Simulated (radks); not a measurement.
Task: These are the eigenvalues of the occupied orbitals of an atom or ion with whole-number occupations (hartree). Method: scalar-relativistic Kohn-Sham, PBE, spin-polarised, spherical densities, point nucleus; computed with a radial shooting solver on a logarithmic mesh with Libxc functionals.

1s up: -730.0216
1s down: -730.0193
2s up: -104.4928
2s down: -104.4915
2p up: -93.57954
2p down: -93.57743
3s up: -19.08803
3s down: -19.08552
3p up: -15.51270
3p down: -15.50985
3d up: -9.70244
3d down: -9.69944
4s up: -3.81486
4s down: -3.80664
4p up: -2.81542
4p down: -2.80777
5p up: -0.72271
5p down: -0.66785

Which element is it, and in what charge state? The configuration may be excited. Open shells, if any, are filled with parallel spins first.

Result: Z = 42, molybdenum, charge +2: Mo2+ in [Kr] 5p4. The list shows which subshells hold electrons but not how many an open one holds; the 1s level, -730.02 hartree, gives Z - s = 38.2 by -(Z - s)^2/2, which with screening and relativity narrows Z to a few neighbours, and the depths of the outer levels then fix element, charge and occupations together.
